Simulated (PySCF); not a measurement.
Compound: C₆H₁₆BNO.
Cartesian coordinates in Å at the PBE0-D3(BJ)/def2-SVP level; atoms count from 1:
```xyz
25
C6H16BNO angstrom
C      3.0105   -0.6259   -0.8425
O      1.9817   -0.1042   -0.0555
C      0.7832    0.0431   -0.7408
N     -0.2216    0.6187    0.1564
C      0.1629    1.9889    0.5220
B     -1.6932    0.5433   -0.6221
C     -2.2523   -0.9110   -0.1213
C     -1.2123   -1.4510    0.8761
C     -0.4319   -0.2408    1.3554
H      3.2470    0.0330   -1.7002
H      3.9037   -0.7132   -0.2102
H      2.7586   -1.6281   -1.2387
H      0.4038   -0.9233   -1.1164
H      0.8822    0.7252   -1.6046
H     -0.5948    2.3974    1.2003
H      1.1534    1.9952    0.9986
H      0.1822    2.6047   -0.3867
H     -1.4464    0.6716   -1.8186
H     -2.3215    1.5041   -0.1893
H     -3.2239   -0.7899    0.3835
H     -2.4209   -1.6323   -0.9363
H     -0.5240   -2.1678    0.3972
H     -1.6429   -1.9860    1.7376
H     -1.0429    0.3564    2.0479
H      0.5333   -0.4633    1.8343
```

Level: PBE0/pcSseg-1 in PySCF, non-relativistic, on one gas-phase PBE0-D3(BJ)/def2-SVP geometry that isn't relaxed in the solvent. The solvent is an IEF-PCM continuum (cavity from Bondi-type radii × 1.2). Only the electrostatic response of the medium enters.

```csv
medium,total energy (Eh),HOMO (eV),LUMO (eV),dipole (D)
gas phase,-392.563261,-7.234,1.012,4.440
acetonitrile (ε = 35.69),-392.573953,-7.669,1.329,5.507
```

Q: What is E(solvent) − E(gas) in acetonitrile, in kcal/mol?

A: -392.573953 − (-392.563261) = -0.010692 Eh = -6.71 kcal/mol.

Q: Scale it by Onsager's factor (ε − 1)/(2ε + 1) to cyclohexane (ε = 2.017), and compare with the calculation.

A: The factor goes from 0.479 to 0.202, a ratio of 0.421, which gives -2.83 kcal/mol. The calculation gives -2.70 kcal/mol (total energy -392.567556 Eh), so the scaled value is 4.9 % too large in size.

Q: Scale the changes of the other columns the same way. What are the values in cyclohexane?

A: 
```tsv
quantity	scaled	computed	difference
HOMO (eV)	-7.417	-7.396	-0.021
LUMO (eV)	1.146	1.169	-0.023
dipole (D)	4.890	4.873	+0.017
```

Q: How does each lowering split into the polarisation term (half the interaction with the induced surface charges) and the distortion of the solute's density?

A: acetonitrile: -7.82 + 1.11 kcal/mol, the distortion taking back 14 % of the polarisation term; cyclohexane: -2.87 + 0.17 kcal/mol, the distortion taking back 6 % of the polarisation term.

On Arm Neoverse N1, one thread, no GPU, shared host with 64 logical CPUs at a one-minute load of 61, this took 98 s of wall time and 1.3 GiB of memory at its peak. This is the whole shielding run at PBE0/pcSseg-1 in cyclohexane, SCF included.
